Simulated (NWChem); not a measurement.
Species: CH4Te; SMILES C[TeH]

```xyz
6

Te    -0.0292     0.3319     0.0000
H      1.6495     0.4348     0.0000
C     -0.0079    -1.8475     0.0000
H      0.4958    -2.2209     0.9086
H      0.4875    -2.2214    -0.9130
H     -1.0670    -2.1650     0.0050
```
Atoms are numbered in this order, from 1.

The geometry was optimised at PBE-D3(BJ)/def2-SVP. def2 effective core potentials on Te; no spin-orbit coupling.

 States above −ε(HOMO) = 5.0 eV lie in this functional's continuum and hang on the basis.

Q: List the 6 lowest vertical singlet excitations from PBE/def2-SVPD with def2 effective core potentials on Te, full TDDFT (NWChem).

A: 
```json
[
 {"state": "S1", "energy (eV)": "3.59", "oscillator strength": "0.001", "leading excitation (squared amplitude)": "HOMO → LUMO (1.00)"},
 {"state": "S2", "energy (eV)": "4.44", "oscillator strength": "0.026", "leading excitation (squared amplitude)": "HOMO → LUMO+1 (0.98)"},
 {"state": "S3", "energy (eV)": "5.42", "oscillator strength": "0.057", "leading excitation (squared amplitude)": "HOMO → LUMO+2 (0.96)"},
 {"state": "S4", "energy (eV)": "5.56", "oscillator strength": "0.000", "leading excitation (squared amplitude)": "HOMO → LUMO+3 (0.99)"},
 {"state": "S5", "energy (eV)": "5.86", "oscillator strength": "0.021", "leading excitation (squared amplitude)": "HOMO → LUMO+4 (0.99)"},
 {"state": "S6", "energy (eV)": "6.34", "oscillator strength": "0.088", "leading excitation (squared amplitude)": "HOMO → LUMO+5 (0.92)"}
]
```
